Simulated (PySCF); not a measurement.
PySCF input for BrH2O2Sb, SMILES [OH][Sb]([OH])[Br], TDA-ωB97X/def2-SVPD. Coordinates come from a B3LYP-D3(BJ)/def2-SVP optimisation. The structure was generated by enumeration; whether it is a known compound was not checked. The def2 effective core potentials stand for the cores of Sb; spin–orbit coupling is left out. The values are those of a single conformer.

```python
import numpy as np
from pyscf import gto, scf, dft, tdscf

mol = gto.M(
    atom='''
    Sb    0.31332136    0.47299636    0.66399996
    Br   -0.83547750   -1.32909883   -0.77917324
    O    -0.54646986    1.98196998   -0.30193202
    H    -1.00728355    1.68165913   -1.10125036
    O     2.07760644    0.51514218   -0.23702403
    H     2.02051406    0.73708874   -1.18003622
    ''',
    basis='def2-SVPD',
    ecp={'Sb': 'def2-svp'},
    charge=0,
    spin=0,
    max_memory=1600,
    verbose=4,
)
mf = dft.RKS(mol, xc='wb97x').density_fit(auxbasis='def2-universal-jkfit')
mf.grids.level = 3
mf.conv_tol = 1e-9
mf.max_cycle = 100
mf.kernel()
mf.grids = dft.Grids(mol).set(level=1).build(with_non0tab=True)  # coarser grid for the response kernel
td = tdscf.TDA(mf)
td.singlet = True
td.nstates = 10
td.conv_tol = 1e-4
td.positive_eig_threshold = 1e-6
td.kernel(x0=td.get_init_guess(mf, 15))
td.analyze()
tt = tdscf.TDA(mf)
tt.singlet = False
tt.nstates = 4
tt.conv_tol = 1e-4
tt.positive_eig_threshold = 1e-6
tt.kernel(x0=tt.get_init_guess(mf, 9))
tt.analyze(verbose=3)
```

Output:

```
PySCF version 2.14.0

[INPUT] verbose = 4
[INPUT] num. atoms = 6
[INPUT] num. electrons = 76
[INPUT] charge = 0
[INPUT] spin (= nelec alpha-beta = 2S) = 0
[INPUT] symmetry False subgroup None
[INPUT] Mole.unit = angstrom
[INPUT] Symbol           X                Y                Z      unit          X                Y                Z       unit  Magmom
[INPUT]  1 Sb     0.313321360000   0.472996360000   0.663999960000 AA    0.592091559376   0.893833578316   1.254778071122 Bohr   0.0
[INPUT]  2 Br    -0.835477500000  -1.329098830000  -0.779173240000 AA   -1.578823658236  -2.511632781180  -1.472424027190 Bohr   0.0
[INPUT]  3 O     -0.546469860000   1.981969980000  -0.301932020000 AA   -1.032678370729   3.745380449310  -0.570568826037 Bohr   0.0
[INPUT]  4 H     -1.007283550000   1.681659130000  -1.101250360000 AA   -1.903490039280   3.177875190574  -2.081061574979 Bohr   0.0
[INPUT]  5 O      2.077606440000   0.515142180000  -0.237024030000 AA    3.926107166233   0.973477635411  -0.447910501641 Bohr   0.0
[INPUT]  6 H      2.020514060000   0.737088740000  -1.180036220000 AA    3.818218204233   1.392895848101  -2.229945272867 Bohr   0.0

nuclear repulsion = 393.707228374836
number of shells = 53
number of NR pGTOs = 236
number of NR cGTOs = 135
basis = def2-SVPD
ecp = {'Sb': 'def2-svp'}


******** <class 'pyscf.df.df_jk.DFRKS'> ********
method = DFRKS
initial guess = minao
damping factor = 0
level_shift factor = 0
DIIS = <class 'pyscf.scf.diis.CDIIS'>
diis_start_cycle = 1
diis_space = 8
diis_damp = 0
SCF conv_tol = 1e-09
SCF conv_tol_grad = None
SCF max_cycles = 100
direct_scf = False
XC library pyscf.dft.libxc version 7.1.2
    S. Lehtola, C. Steigemann, M. J. T. Oliveira, and M. A. L. Marques,  SoftwareX 7, 1–5 (2018)
XC functionals = wb97x
    J.-D. Chai and M. Head-Gordon,  J. Chem. Phys. 128, 084106 (2008)
radial grids:
    Treutler-Ahlrichs [JCP 102, 346 (1995); DOI:10.1063/1.469408] (M4) radial grids

becke partition: Becke, JCP 88, 2547 (1988); DOI:10.1063/1.454033
pruning grids: <function nwchem_prune>
grids dens level: 3
symmetrized grids: False
atomic radii adjust function: <function treutler_atomic_radii_adjust>
small_rho_cutoff = 0
Set gradient conv threshold to 3.16228e-05
Initial guess from minao.
tot grids = 90168
******** <class 'pyscf.df.df.DF'> ********
auxbasis = def2-universal-jkfit
Create RSH-DF object <pyscf.df.df.DF object> for omega=0.3
******** <class 'pyscf.df.df.DF'> ********
auxbasis = auxmol.basis = def2-universal-jkfit
init E= -2938.66340091981
  HOMO = -0.711337258875955  LUMO = -0.628768828014794  gap/eV = 2.24680
cycle= 1 E= -2964.04418938888  delta_E= -25.4  |g|= 2.73  |ddm|= 11.2
  HOMO = -0.0583734193945227  LUMO = -0.0240524161131182  gap/eV = 0.93392
cycle= 2 E= -2963.51761203753  delta_E= 0.527  |g|= 2.69  |ddm|= 8.88
  HOMO = -0.365536326545227  LUMO = -0.0667890627160465  gap/eV = 8.12933
cycle= 3 E= -2965.68917670254  delta_E= -2.17  |g|= 0.469  |ddm|=  5.1
  HOMO = -0.369153066450737  LUMO = -0.0133414125228436  gap/eV = 9.68213
cycle= 4 E= -2965.73525615892  delta_E= -0.0461  |g|= 0.291  |ddm|= 0.726
  HOMO = -0.383537534896313  LUMO = 0.00626417395763213  gap/eV = 10.60704
cycle= 5 E= -2965.75079407866  delta_E= -0.0155  |g|= 0.0726  |ddm|= 0.296
  HOMO = -0.387405891676363  LUMO = 0.000275114458024297  gap/eV = 10.54934
cycle= 6 E= -2965.75214890577  delta_E= -0.00135  |g|= 0.0147  |ddm|= 0.0921
  HOMO = -0.38927448891311  LUMO = -0.00290377705655774  gap/eV = 10.51368
cycle= 7 E= -2965.75224673729  delta_E= -9.78e-05  |g|= 0.00516  |ddm|= 0.0365
  HOMO = -0.389054793316167  LUMO = -0.00280517658732462  gap/eV = 10.51039
cycle= 8 E= -2965.7522579991  delta_E= -1.13e-05  |g|= 0.00135  |ddm|= 0.0113
  HOMO = -0.38908148557868  LUMO = -0.00280739661928491  gap/eV = 10.51105
cycle= 9 E= -2965.75225942017  delta_E= -1.42e-06  |g|= 0.000392  |ddm|= 0.00463
  HOMO = -0.389056767968568  LUMO = -0.00275421944996617  gap/eV = 10.51183
cycle= 10 E= -2965.7522595468  delta_E= -1.27e-07  |g|= 0.000107  |ddm|= 0.0013
  HOMO = -0.389066431867129  LUMO = -0.00275475058494198  gap/eV = 10.51208
cycle= 11 E= -2965.75225956137  delta_E= -1.46e-08  |g|= 3.97e-05  |ddm|= 0.000442
  HOMO = -0.38906605017586  LUMO = -0.00275592885117988  gap/eV = 10.51203
cycle= 12 E= -2965.75225956312  delta_E= -1.75e-09  |g|= 2.52e-05  |ddm|= 0.000162
  HOMO = -0.389065931376756  LUMO = -0.00275505337279495  gap/eV = 10.51205
cycle= 13 E= -2965.75225956331  delta_E= -1.86e-10  |g|= 1.39e-05  |ddm|= 4.37e-05
  HOMO = -0.389066353620499  LUMO = -0.00275478133343213  gap/eV = 10.51207
Extra cycle  E= -2965.75225956332  delta_E= -8.64e-12  |g|= 1.76e-05  |ddm|= 2.77e-05
converged SCF energy = -2965.75225956332
tot grids = 30664
Overwritten attributes  positive_eig_threshold  of <class 'pyscf.tdscf.rks.TDA'>


******** <class 'pyscf.tdscf.rks.TDA'> for <class 'pyscf.df.df_jk.DFRKS'> ********
nstates = 10 singlet
deg_eia_thresh = 1.000e-03
wfnsym = None
conv_tol = 0.0001
eigh lindep = 1e-12
eigh level_shift = 0
eigh max_cycle = 100


Excitation energies (eV)
[5.55999296 5.62872501 6.18191662 6.42902741 6.66153589 6.76168223
 6.92016323 7.05915452 7.15012958 7.27807069]

** Singlet excitation energies and oscillator strengths **
Excited State   1:      5.55999 eV    222.99 nm  f=0.0457
      36 -> 39        0.29733
      38 -> 39       -0.60706
Excited State   2:      5.62873 eV    220.27 nm  f=0.0027
      37 -> 39       -0.67496
      37 -> 41        0.10590
Excited State   3:      6.18192 eV    200.56 nm  f=0.1424
      35 -> 39       -0.24805
      36 -> 39        0.55815
      37 -> 40        0.16093
      38 -> 39        0.23660
      38 -> 40       -0.12140
Excited State   4:      6.42903 eV    192.85 nm  f=0.0738
      36 -> 40        0.18096
      37 -> 40        0.12157
      38 -> 40        0.63595
Excited State   5:      6.66154 eV    186.12 nm  f=0.0218
      35 -> 39        0.54291
      37 -> 40        0.34440
      38 -> 41       -0.21719
Excited State   6:      6.76168 eV    183.36 nm  f=0.0205
      34 -> 39       -0.10326
      34 -> 40        0.12188
      36 -> 40        0.44770
      37 -> 40        0.33168
      38 -> 40       -0.18211
      38 -> 41        0.29654
Excited State   7:      6.92016 eV    179.16 nm  f=0.0292
      34 -> 39        0.18513
      35 -> 40       -0.13537
      36 -> 40        0.41544
      37 -> 40       -0.17477
      38 -> 40       -0.11303
      38 -> 41       -0.42183
Excited State   8:      7.05915 eV    175.64 nm  f=0.0139
      34 -> 41        0.11347
      35 -> 39        0.19577
      35 -> 40        0.23008
      36 -> 40        0.14373
      36 -> 41        0.29363
      37 -> 39        0.10142
      37 -> 40       -0.25265
      37 -> 41        0.37434
Excited State   9:      7.15013 eV    173.40 nm  f=0.1910
      33 -> 39        0.15181
      34 -> 39        0.56485
      35 -> 39       -0.12909
      35 -> 40        0.21114
      36 -> 39       -0.10667
      37 -> 40        0.19907
      38 -> 39       -0.10956
Excited State  10:      7.27807 eV    170.35 nm  f=0.0085
      34 -> 39        0.24052
      35 -> 40       -0.50942
      35 -> 41        0.21675
      36 -> 40       -0.10281
      37 -> 41        0.12188
      38 -> 41        0.22563

** Transition electric dipole moments (AU) **
state          X           Y           Z        Dip. S.      Osc.
  1         0.1795      0.3339      0.4378      0.3354      0.0457
  2         0.1380     -0.0035     -0.0251      0.0197      0.0027
  3        -0.3598     -0.7719     -0.4636      0.9401      0.1424
  4        -0.6174      0.1188     -0.2709      0.4687      0.0738
  5        -0.0116     -0.1488     -0.3335      0.1335      0.0218
  6         0.1057      0.0228      0.3348      0.1238      0.0205
  7         0.0762      0.1429     -0.3822      0.1723      0.0292
  8        -0.1902     -0.1879      0.0955      0.0806      0.0139
  9         0.2880      0.7674      0.6467      1.0901      0.1910
 10        -0.0086     -0.0239      0.2165      0.0475      0.0085

WARN: ECP detected. Skipping calculation of transition velocity and magnetic dipole moments, which have not yet been implemented.



******** <class 'pyscf.tdscf.rks.TDA'> for <class 'pyscf.df.df_jk.DFRKS'> ********
nstates = 4 triplet
deg_eia_thresh = 1.000e-03
wfnsym = None
conv_tol = 0.0001
eigh lindep = 1e-12
eigh level_shift = 0
eigh max_cycle = 100


Excitation energies (eV)
[4.58378189 5.18063834 5.32645693 5.44751848]

** Triplet excitation energies and oscillator strengths **
Excited State   1:      4.58378 eV    270.48 nm  f=0.0000
Excited State   2:      5.18064 eV    239.32 nm  f=0.0000
Excited State   3:      5.32646 eV    232.77 nm  f=0.0000
Excited State   4:      5.44752 eV    227.60 nm  f=0.0000
```

Self-consistency was reached.
